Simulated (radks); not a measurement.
Initial-state core-level shifts of the germanium ion Ge+ when its valence configuration changes from [Ar] 3d10 4s2 4p1. Method: Dirac Kohn-Sham, PBE, spin-unpolarised, spherical densities, point nucleus; open shells fill j = l - 1/2 first; computed with a radial shooting solver on a logarithmic mesh with Libxc functionals. Shifts are changes of the shell-averaged eigenvalues in eV (positive: less bound).

valence,1s,2s,2p,3p
3d9 4s2 4p2,-12.082,-13.293,-13.187,-10.896
3d10 4s1 4p2,-1.728,-1.658,-1.658,-1.707
3d10 4p3,-3.495,-3.346,-3.344,-3.447
3d8 4s2 4p3,-25.186,-27.800,-27.581,-22.295
3d9.5 4s2 4p1.5,-5.929,-6.507,-6.455,-5.396
3d9 4s1 4p3,-13.794,-14.942,-14.833,-12.569
3d10 4s1.5 4p1.5,-0.876,-0.841,-0.841,-0.865
3d9 4s1.5 4p2.5,-12.948,-14.127,-14.020,-11.741
